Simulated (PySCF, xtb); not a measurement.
F₂Sn, SMILES [F][Sn][F] (connectivity only; charge and spin as stated), charge -1, multiplicity 2.

Harmonic wavenumbers (cm⁻¹) from GFN2-xTB run with xtb at its own minimum, in rising order: 96, 283, 325.

Question: What does B3LYP-D3(BJ)/def2-SVPD in PySCF 2.14.0 give at its own minimum? (The exact figures need the calculation; the answer reports its results.)

Answer: 151, 433, 455. Paired by order, the mean absolute difference is 112 cm⁻¹ and the zero-point energies are 1.0 and 1.5 kcal/mol.
